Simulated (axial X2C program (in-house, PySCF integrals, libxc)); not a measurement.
# Ω levels of TmNC⁺ from open-shell CI on f13 s0

Computed with an in-house all-electron X2C program for linear molecules (integrals from PySCF): two-component X2C with atomic mean-field Coulomb and Gaunt terms, basis Tm dyall-v3z, N dyall-v3z, C dyall-v3z (cores contracted in-house). Orbitals come from Hartree–Fock averaged over the configuration Tm f13 s0; CI then distributes these electrons over the f, s shells of Tm.

Tm–N–C held linear, bonds 2.185 and 1.170 Å (the second held) (near the minimum of the configuration average).

Active spinors (ω > 0):

```tsv
shell	ω	ε (eV)	character
f	5/2	-18.86	100% Tm f
f	3/2	-18.81	100% Tm f
f	1/2	-18.76	100% Tm f
f	7/2	-17.54	100% Tm f
f	5/2	-17.49	100% Tm f
f	3/2	-17.45	100% Tm f
f	1/2	-17.40	100% Tm f
s	1/2	-5.46	76% Tm s, 18% Tm p, 4% Tm d
```

Lowest levels of this model:

| Ω | energy (cm⁻¹) | g∥ | configuration |
| --- | --- | --- | --- |
| 1/2 | 0 | 1.17 | 100% f13 |
| 3/2 | 215 | 3.46 | 100% f13 |
| 5/2 | 546 | 5.75 | 100% f13 |
| 7/2 | 1040 | 8.00 | 100% f13 |
| 1/2 | 8637 | 0.83 | 100% f13 |
| 3/2 | 8980 | 2.54 | 100% f13 |
| 5/2 | 9544 | 4.25 | 100% f13 |

g∥ is the magnitude of 2⟨Lz + ge Sz⟩ for the +Ω component.

Task: From Ω and g∥ of the lowest level, whose 2⟨Lz + ge Sz⟩ is positive, find ⟨Sz⟩ and ⟨Lz⟩ (ge = 2.0023).

Result: Ω = ⟨Lz⟩ + ⟨Sz⟩ = 1/2 and ⟨Lz⟩ + ge⟨Sz⟩ = 0.585, so ⟨Sz⟩ = 0.08 and ⟨Lz⟩ = 0.42.

Occupations of the active spinors in the lowest level by ω, shell by shell in order of energy: -7/2: 1.00; -5/2: 1.00 1.00; -3/2: 1.00 1.00; -1/2: 1.00 0.00 0.00; 1/2: 1.00 1.00 0.00; 3/2: 1.00 1.00; 5/2: 1.00 1.00; 7/2: 1.00. The leading determinant has weight 1.00 among 67.

This point took 5.4 s on 1 thread of Intel(R) Xeon(R) Platinum 8259CL CPU @ 2.50GHz (Skylake/Cascade Lake), on a shared host.

There is no dynamic correlation: spin–orbit spacings and, for f shells, spacings inside one term are the most reliable numbers, splittings between terms come out too wide, and energies between configurations are not reliable, so the lowest level need not be the ground state of the molecule. At most 4 roots were kept for each Ω > 0 (twice that for Ω = 0) within 2.2 eV of the lowest, so higher up levels can be missing between those listed; levels with Ω > 0 are doubly degenerate and listed once, Ω = 0 levels singly. States that fill the shells left empty in the average are placed too high. The molecule was held linear; bending was not examined.
